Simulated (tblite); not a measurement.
C5H11ClO3Si.
Z-matrix (Å and degrees, GFN2-xTB geometry), rows numbered from 1:
```
C 
C   1  1.5248
O   2  1.4267  1  112.93
C   3  1.3847  2  115.41  1    81.33
C   4  1.5375  3  106.69  2  -171.19
O   5  1.3963  4  112.98  3  -162.32
C   6  1.4284  5  113.36  4    79.26
Si  7  1.9144  6  108.01  5   -50.53
Cl  8  1.9921  7  114.84  6  -113.05
O   4  1.4018  3  110.88  2    66.82
H   1  1.0865  2  109.37  3   174.39
H   1  1.0870  2  109.95  3    54.66
H   1  1.0874  2  111.21  3   -65.74
H   2  1.0956  1  110.73  3   123.20
H   2  1.0925  1  110.13  3  -116.22
H   4  1.1018  3  112.06  2   -50.36
H   5  1.0984  4  107.43  3   -39.09
H   5  1.0914  4  108.79  3    78.83
H   7  1.0908  6  104.90  5  -172.70
H   7  1.0986  6  108.91  5    72.32
H   8  1.4602  7  111.31  6   119.63
```

Calculated harmonic vibrations of the isolated species, GFN2-xTB (tblite), most abundant isotopes, no scaling. The method is semi-empirical: single wavenumbers can be off by several per cent or more. Modes of hydrogen on silicon can be 10 to 20 % off. One conformer, not necessarily the lowest.

Harmonic wavenumbers (cm⁻¹): 41.0, 42.9, 61.8, 103.2, 132.9, 171.9, 194.3, 244.2, 280.0, 326.4, 356.7, 419.8, 477.2, 526.4, 559.8, 588.2, 653.8, 674.0, 733.4, 789.6, 800.3, 822.2, 915.6, 925.1, 983.5, 1033.1, 1058.7, 1076.6, 1087.7, 1112.3, 1127.8, 1160.6, 1184.3, 1249.4, 1261.1, 1280.8, 1284.6, 1319.0, 1325.8, 1330.8, 1398.8, 1452.8, 1455.6, 1459.0, 1484.9, 1493.4, 2273.7, 2859.4, 2867.3, 2901.9, 2926.5, 2968.3, 2982.9, 2991.2, 3039.6, 3048.2, 3049.7.

A = 1522, B = 608.0, C = 472.6 MHz; mass 182.017 u (most abundant isotopes); point group C1, symmetry number 1.

Question: Zero-point energy?

Answer: ½Σν̃ = 35185 cm⁻¹ = 420.91 kJ/mol.

Question: What is S at 273.15 K and 1 bar for an ideal gas of classical rigid rotors and harmonic oscillators?

Answer: Translation 171.94, rotation 128.51, vibration 143.32: S = 443.8 J/(mol K).

Question: And Cp and H(273.15 K) − H(0)?

Answer: Cp = 171.43 J/(mol K), of which vibrations give 138.17 (their classical limit is 57 R = 473.9); H(273.15 K) − H(0) = 28.86 kJ/mol without the zero-point energy, 19.77 from vibrations.

Question: Blend soft modes into free rotors: weight 1/[1 + (100 cm⁻¹/ν̃)⁴] for the oscillator and the rest for a rotor with moment μB/(μ + B), μ = h/(8π²ν), B = 10⁻⁴⁴ kg m². What vibrational entropy results?

Answer: 127.61 J/(mol K) in place of 143.32, which changes −T·S at 273.15 K by +4.29 kJ/mol.

Question: What must be added to the electronic energy to get the Gibbs energy at 273.15 K and 1 bar?

Answer: ZPE + [H(273.15 K) − H(0)] − T·S = 420.91 + 28.86 − 121.21 = 328.56 kJ/mol.

Question: Which modes carry the vibrational entropy at 273.15 K?

Answer: 41.0 cm⁻¹: 21.07; 42.9 cm⁻¹: 20.70; 61.8 cm⁻¹: 17.68; 103.2 cm⁻¹: 13.48; 132.9 cm⁻¹: 11.45; 171.9 cm⁻¹: 9.42 J/(mol K); the other 51 give 49.51 together.

Hindered rotation and anharmonicity are outside this model. Other conformers, if any are populated, would add a mixing term that is left out. The structure is chiral; the term R ln 2 for an equal mix with its mirror image is left out.
